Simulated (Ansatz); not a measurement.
Stepwise reaction of `F[Si](F)([SiH3])Cl` with ammonia, as a gas-phase model of exchange steps in deposition or etching. ΔE in kJ/mol; ΔG adds harmonic PBE0-D4 terms to CCSD(T)/CBS, at 1 bar.

Gas-phase electronic energies from Ansatz, PBE0-D4/def2-TZVP geometries. CCSD(T)/CBS is the MP2 limit (def2-TZVPP, def2-QZVPP) plus CCSD(T) − MP2 in def2-TZVPP, frozen cores. This one scheme is used for every species. Functionals use def2-TZVPP. B3LYP here is the variant with VWN-RPA as its local correlation; programs differ in this. One conformer a species, not always the lowest.

```tsv
step	reaction	PBE-D4	B3LYP-D4	ωB97M-V	CCSD(T)/CBS	ΔG(400 K)
1	`F[Si](F)([SiH3])Cl` + NH₃ → `N[Si](F)([SiH3])Cl` + H–F	78.3	83.2	83.3	80.2	76.6
2	`N[Si](F)([SiH3])Cl` + NH₃ → `N[Si](N)([SiH3])Cl` + H–F	75.1	81.1	80.8	76.4	78.3
```

(1) By hand: ΔE of the 2 steps together at CCSD(T)/CBS.

Answers

(1) (80.2) + (76.4) = 156.6 kJ/mol, or 78.3 kJ/mol a step.

In ΔE the steps differ by no more than 3.8 kJ/mol. All are uphill at CCSD(T)/CBS. ΔG lies between 76.6 and 78.3 kJ/mol a step. PBE-D4 differs from CCSD(T)/CBS by -1.9 to -1.3 kJ/mol a step. Isolated molecules leave out the surface, adducts and barriers. Largest T1 diagnostic: 0.012.
